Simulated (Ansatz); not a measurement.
Consider the isomerisation: `NC1[SiH2]S1` → `SC1N[SiH2]1`.

Calculated with Ansatz (gas phase, PBE0-D4/def2-TZVP geometries, no zero-point term in ΔE). CCSD(T)/CBS adds triple-zeta CCSD(T) − MP2 to the extrapolated MP2 energy (def2 sets, frozen cores). DFT in def2-TZVPP. Each species was taken in one conformer, which may not be the lowest.

| level | ΔE (kcal/mol) | difference from CCSD(T)/CBS |
| --- | --- | --- |
| BLYP-D4 | 20.3 | 0.6 |
| r2SCAN-D4 | 21.4 | 1.7 |
| BHLYP-D4 | 19.8 | 0.1 |
| ωB97X-V | 18.6 | -1.1 |
| PBE-QIDH | 20.5 | 0.8 |
| r2SCAN | 21.4 | 1.7 |
| HF/def2-SVP | 21.6 | 1.9 |
| MP2/def2-TZVPP | 19.8 | 0.1 |
| SCS-MP2/def2-QZVPP | 19.1 | -0.6 |
| HF/CBS(def2) | 18.9 | -0.8 |
| CCSD(T)/CBS | 19.7 | 0 |

Largest T1 diagnostic among the species: 0.013.

Leaving LDA and LC-ωPBE aside and taking each functional with its dispersion term where it has one, the values spread over 2.8 kcal/mol, from ωB97X-V to r2SCAN-D4. LDA lies −1.0 kcal/mol from PBE without D4.
